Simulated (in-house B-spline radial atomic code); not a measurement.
## B97-1 excitations of Mg8+

Method: B97-1. Computed with an all-electron radial atomic-structure program (B-spline basis): linear response of the closed shell [He] 2s2 with the functional's adiabatic kernel; scalar-relativistic (spin-free one-electron X2C), finite nucleus, no spin-orbit coupling, no double excitations, S, P, D and F terms only.

Command:
```bash
python run_td.py task.json out
```
Settings (radii: box in bohr, nucleus in fm):
```
Z                        12
electrons                4
configuration            [He] 2s2
hamiltonian              x2c
method                   b97_1
box_radius               11.59
rms_radius               3.057
intervals                71
```

Time taken, with all properties: 0.3 s on 1 thread of Arm Neoverse N1 (shared host).

The lowest states, in the order of their Tamm-Dancoff energies; the method's threshold (minus the highest occupied level) is 313.04 eV. Labels give the largest channel, * marks a mixed state, and oscillator strengths are full-response dipole values. Semilocal kernels can invert the small singlet-triplet splittings of Rydberg terms. Energies in eV:

| state | full response | Tamm-Dancoff | oscillator strength |
| --- | --- | --- | --- |
| 2s → 2p 3P | 14.502 | 16.262 | - |
| 2s → 2p 1P | ? | ? | ? |
| 2s → 3s 3S | 186.83 | 186.85 | - |
| 2s → 3s 1S | 190.32 | 190.35 | - |
| 2s → 3p 3P | 193.95 | 193.98 | - |
| 2s → 3p 1P | 194.86 | 194.86 | 0.557 |
| 2s → 3d 3D | 198.14 | 198.19 | - |
| 2s → 3d 1D | 200.27 | 200.27 | - |
| 2s → 4s 3S | 246.78 | 246.79 | - |
| 2s → 4s 1S | 247.81 | 247.82 | - |
| 2s → 4p 3P | 249.59 | 249.59 | - |
| 2s → 4p 1P | 249.90 | 249.90 | 0.145 |
| 2s → 4d 3D | 251.13 | 251.15 | - |
| 2s → 4d 1D | 252.18 | 252.18 | - |
| 2s → 4f 3F | ? | ? | - |
| 2s → 4f 1F | 253.36 | 253.36 | - |

Q: Where does 2s → 4f 3F lie?

A: At 252.83 eV in full response, 252.84 eV in Tamm-Dancoff.

Q: Where does 2s → 2p 1P lie?

A: At 31.19 eV in full response, 32.51 eV in Tamm-Dancoff, oscillator strength 0.308.

Q: How large is the singlet-triplet splitting of 2s → 2p (P terms) in Tamm-Dancoff?

A: 16.2 eV, from the unrounded values.

Q: What polarisabilities and dispersion coefficient does the method give?

A: Dipole 0.2514 bohr³, quadrupole 0.02601 bohr⁵, C6 0.06123 hartree·bohr⁶ for two such species.
